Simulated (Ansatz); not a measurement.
Gas-phase electronic energies from Ansatz, PBE0-D4/def2-TZVP geometries. CCSD(T)/CBS adds triple-zeta CCSD(T) − MP2 to the extrapolated MP2 energy (def2 sets, frozen cores). This one scheme is used for every species. DFT in def2-TZVPP. B3LYP here is the variant with VWN-RPA as its local correlation; programs differ in this. HSE06 is defined as in plane-wave codes. def2 core potentials past Kr. For I outer-core shells are correlated without core-valence functions, which leaves a few kJ/mol of doubt a bond. One conformer a species, not always the lowest.

`C=[C](S)[AlH][OH]` + HI → `[OH][AlH][I]` + `C=CS`  (ligand exchange at the Al–C bond)

```csv
level,ΔE (kJ/mol),difference from CCSD(T)/CBS
LDA (SPW92),-132.4,10.3
PBE-D4,-135.5,7.2
BLYP-D4,-129.8,12.9
r2SCAN-D4,-142.0,0.7
B97M-V,-133.3,9.4
PBE0-D4,-141.9,0.8
B3LYP-D4,-136.3,6.4
r2SCANh-D4,-143.8,-1.1
HSE06-D4,-142.3,0.4
BHLYP-D4,-144.4,-1.7
CAM-B3LYP-D4,-137.3,5.4
ωB97X-V,-140.4,2.3
ωB97M-V,-139.5,3.2
B2PLYP,-142.2,0.5
PBE-QIDH,-147.1,-4.4
PBE,-139.0,3.7
revPBE,-141.6,1.1
BLYP,-137.1,5.6
r2SCAN,-143.2,-0.5
PBE0,-145.0,-2.3
B3LYP,-141.8,0.9
r2SCANh,-145.0,-2.3
r2SCAN0,-147.6,-4.9
HSE06,-145.2,-2.5
BHLYP,-147.9,-5.2
CAM-B3LYP,-140.4,2.3
LC-ωPBE,-144.1,-1.4
RPA@PBE/def2-TZVPP,-129.6,13.1
HF/def2-SVP,-156.6,-13.9
MP2/def2-SVP,-144.1,-1.4
CCSD/def2-SVP,-141.8,0.9
CCSD(T)/def2-SVP,-138.9,3.8
SCS-MP2/def2-TZVPP,-142.2,0.5
CCSD(T)/def2-TZVPP,-137.1,5.6
HF/def2-QZVPP,-158.0,-15.3
MP2/def2-QZVPP,-146.7,-4.0
SCS-MP2/def2-QZVPP,-145.1,-2.4
HF/CBS(def2),-157.9,-15.2
MP2/CBS(def2),-149.2,-6.5
CCSD/CBS(def2),-145.5,-2.8
CCSD(T)/CBS,-142.7,0
```

Largest T1 diagnostic among the species: 0.013.

The D4 term adds +5.5 kJ/mol with B3LYP and +3.1 kJ/mol with PBE0; it sums over pairs of atoms, weighted by their polarisabilities, and B3LYP, whose exchange is more repulsive, gets the larger term. From PBE to PBE0 (25 % exact exchange), in def2-TZVPP and without D4, ΔE moves by −6.0 kJ/mol. Leaving LDA and LC-ωPBE aside and taking each functional with its dispersion term where it has one, the values spread over 17.3 kJ/mol, from PBE-QIDH to BLYP-D4. LDA lies +6.6 kJ/mol from PBE without D4.
